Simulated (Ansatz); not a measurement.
A nudged elastic band was laid between two geometries of CH$_{2}$OSSe (6 atoms, charge 0, multiplicity 1).

Level of theory: Ansatz, RKS PBE0-D4/def2-SVP.

| Item | Value |
| --- | --- |
| movable images | 5 |
| climbing image | yes |
| spring | 5.0 eV/Å² |
| optimiser | lbfgs |
| start path | IDPP |
| force threshold | 0.03 eV/Å |
| iteration limit | 60 |
| end points | relaxed |
| largest step | 0.02 Å |

First end point:

```xyz
6
Properties=species:S:1:pos:R:3
O -0.736 -1.532 1.137
C -0.279 -0.663 0.463
S 1.251 -0.912 -0.424
Se -1.229 1.030 0.345
H 1.336 0.306 -0.995
H -0.301 1.707 -0.573
```

Last end point:

```xyz
6
Properties=species:S:1:pos:R:3
O -0.808 -1.118 0.978
C -0.105 -0.476 0.263
S 1.414 -1.139 -0.396
Se -0.492 1.351 -0.283
H 1.776 -0.041 -1.097
H -1.743 1.360 0.489
```

Q: Which bonds break or form, and what moves?

A: No bond is made or broken. The dihedral S3–C2–Se4–H6 goes from 1 to 180°.

Q: What energy profile does the band end with?

A: It converged. The highest image is number 3 of 0 to 6, 0.170 eV above the first end and 0.265 eV above the last; the last end lies 0.095 eV below the first. Another band between the same ends (5 images) ends at a top of the same energy, where a vibrational analysis finds 1 clearly imaginary mode.

```csv
image,path coordinate (Å),energy (eV),dihedral S3–C2–Se4–H6 (°)
0,0.00,0.000,1
1,0.53,0.021,27
2,1.06,0.112,58
3,1.58,0.170,89
4,2.12,0.097,121
5,2.66,-0.039,152
6,3.20,-0.095,180
```

Q: What is the geometry of the highest image?

A: 
```xyz
6
Properties=species:S:1:pos:R:3
O -1.055 -1.526 0.392
C -0.283 -0.634 0.276
S 1.459 -0.906 0.072
Se -0.854 1.292 0.338
H 1.788 0.400 0.001
H -1.013 1.310 -1.125
```

Time of the run: 13 min on 1 thread of Arm Neoverse V2, with other jobs on the host, peak memory 0.28 GiB.
